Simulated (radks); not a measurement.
Species: Co+. Configuration: [Ar] 3d8.

Calculated with a radial shooting solver on a logarithmic mesh with Libxc functionals: scalar-relativistic Kohn-Sham, AM05, spin-polarised, spherical densities, finite nucleus; open shells are filled with parallel spins first; Fermi nuclear charge, rms radius 3.7875 fm.

Energy parts (hartree):
part                       energy
total                 -1390.72701
kinetic                1408.17311
electron-nucleus      -3330.79036
Hartree                 589.06743
exchange-correlation    -57.17719

Orbitals (lengths in bohr, moments of r in powers of bohr; r(90%) holds 90 % of the orbital's charge):
orbital,occ.,eigenvalue (hartree),<r>,r(90%),<r^2>
1s up,1,-278.5973,0.05626,0.100,0.004258
1s down,1,-278.5972,0.05626,0.100,0.004257
2s up,1,-33.07350,0.2559,0.397,0.07733
2s down,1,-33.03651,0.2558,0.396,0.07721
2p up,3,-28.36312,0.2252,0.369,0.06233
2p down,3,-28.33511,0.2250,0.368,0.06220
3s up,1,-3.89450,0.7787,1.17,0.7014
3s down,1,-3.81988,0.7800,1.17,0.7039
3p up,3,-2.55871,0.8237,1.28,0.8031
3p down,3,-2.48530,0.8261,1.28,0.8083
3d up,5,-0.47779,1.117,2.00,1.698
3d down,3,-0.41241,1.165,2.11,1.881

The highest occupied level is 3d down at -11.222 eV. The electron density at the nucleus is 1.728e+04 e/bohr^3 (large components only). For comparison, the ionisation energy in NIST's Atomic Spectra Database is 17.084 eV (measured). In exact Kohn-Sham theory the highest level is minus the ionisation energy, but local and semilocal functionals leave it too shallow, through self-interaction and a potential that decays too fast; potentials with the right tail come closer.
